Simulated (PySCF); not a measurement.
B(CCH)(Cl)(H) (C2H2BCl), SMILES C#CBCl. The structure is a stationary point at B3LYP-D3(BJ)/def2-SVP.

Calculation: PySCF with B3LYP-D3(BJ)/def2-SVP.

Harmonic wavenumbers (cm⁻¹): 169, 276, 449, 694, 784, 792, 818, 950, 1152, 2166, 2654, 3457. Rotational constants (GHz): 34.83, 2.761, 2.558; symmetry number 1.

Work out the zero-point energy and the ideal-gas rigid-rotor harmonic-oscillator thermochemistry at 298.15 K and 1 atm.

ZPE = ½ Σ hcν = ½ × 14363 cm⁻¹ = 20.53 kcal/mol. H − E(el) = 24.00 kcal/mol. Entropy in cal/(mol K): translation 38.75, rotation 24.68, vibration 5.91, total 69.34. G − E(el) = 3.32 kcal/mol. Cp = 16.39 cal/(mol K).
